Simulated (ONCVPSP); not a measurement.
An all-electron radial function and its pseudo partner (copper)

Columns: radius, all-electron u(r) and pseudo u(r) of the 4p shell (level -1.71 eV) of copper in the configuration [Ar] 3d10 4p1; PBE, scalar-relativistic, ONCV scheme, ONCVPSP 4.0.1.

| r (bohr) | all-electron | pseudo |
| --- | --- | --- |
| 0.118 | 0.0887 | 0.0016 |
| 0.235 | 0.0187 | 0.0065 |
| 0.353 | -0.0867 | 0.0144 |
| 0.470 | -0.1437 | 0.0252 |
| 0.588 | -0.1490 | 0.0393 |
| 0.705 | -0.1195 | 0.0565 |
| 0.822 | -0.0716 | 0.0771 |
| 0.940 | -0.0156 | 0.1009 |
| 1.058 | 0.0418 | 0.1272 |
| 1.175 | 0.0967 | 0.1552 |
| 1.292 | 0.1479 | 0.1846 |
| 1.410 | 0.1951 | 0.2154 |
| 1.528 | 0.2375 | 0.2469 |
| 1.645 | 0.2751 | 0.2784 |
| 1.763 | 0.3086 | 0.3091 |
| 1.880 | 0.3377 | 0.3375 |
| 1.998 | 0.3633 | 0.3632 |
| 2.115 | 0.3852 | 0.3852 |
| 2.232 | 0.4040 | 0.4040 |
| 2.350 | 0.4201 | 0.4201 |
| 2.468 | 0.4335 | 0.4335 |
| 2.585 | 0.4445 | 0.4445 |
| 2.702 | 0.4533 | 0.4533 |
| 2.820 | 0.4603 | 0.4603 |
| 2.938 | 0.4655 | 0.4655 |
| 3.055 | 0.4692 | 0.4692 |

Question: How many radial nodes do the two functions have?

Answer: The all-electron 4p function has n − l − 1 = 2; the pseudo-wave has 0, since the states of the same l below it are removed with the core.

Question: At about which radius was the pseudo-wave matched?

Answer: 2.30 bohr. The columns agree to 0.0005 from 1.88 bohr on; several derivatives are matched, so the curves merge somewhat inside the radius.

Question: Is the pseudo-wave norm-conserving?

Answer: Yes: the ONCV scheme keeps the norm inside the radius equal to the all-electron one, which fixes the energy derivative of the logarithmic derivative at the level.
